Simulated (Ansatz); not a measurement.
Cl2Te (SMILES Cl[Te]Cl) moved off its minimum; all values from Ansatz (a first-principles code), cores frozen in correlated methods. Elements past Kr take the def2 small-core potentials, without spin–orbit coupling.
(charge 0, multiplicity 1)
```xyz
3

Te     0.1398    -0.1015     0.5547
Cl     1.0505     1.3823    -0.9884
Cl    -1.3259    -1.4214    -0.9791
```

Give the forces (eV/Å), the total energy and the dipole at CCSD(T)/def2-TZVPPD.


| atom | Fx | Fy | Fz |
|---|---|---|---|
| Te1 | -0.950 | -0.874 | -0.924 |
| Cl2 | -0.005 | 0.005 | -0.043 |
| Cl3 | 0.955 | 0.869 | 0.967 |
Energy -1186.6278 hartree, dipole 2.28 D.
